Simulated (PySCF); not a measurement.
## Exercise with solution: dipole moment from atomic charges

Ga(H)(Cl)(OH) (ClGaH2O), SMILES [GaH]([Cl])[OH]. Atoms are numbered in the order given.

```xyz
5

Ga    -0.3710    -0.3929     0.0000
H     -1.8741    -0.7689     0.0000
Cl     0.2841     1.6333     0.0000
O      0.9799    -1.5442     0.0000
H      0.7068    -2.4644     0.0000
```
Charge 0, spin multiplicity 1.

The structure is a stationary point at PBE0-D3(BJ)/def2-TZVP. Other conformers were not sampled.

Charges (e) from PBE0/def2-TZVPD run with PySCF:

```csv
atom,IAO,ESP fit
Ga1,0.863,0.716
H2,-0.144,-0.157
Cl3,-0.317,-0.266
O4,-0.768,-0.651
H5,0.366,0.359
```

The dipole moment of the full density is 2.94 D.

**Question.** What dipole moment does each set of point charges give, and which comes closer to that of the density?

**Answer.** 
μ = Σ q r, and 1 e Å = 4.8032 D.
IAO: Σ q r = (-0.634, -0.462, 0.000) e Å, |μ| = 3.77 D.
ESP fit: Σ q r = (-0.431, -0.475, 0.000) e Å, |μ| = 3.08 D.
ESP fit comes closer in size. Point charges leave out the atoms' own dipoles (lone pairs, polarised bonds); fits to the potential absorb them, partitions of the density don't.
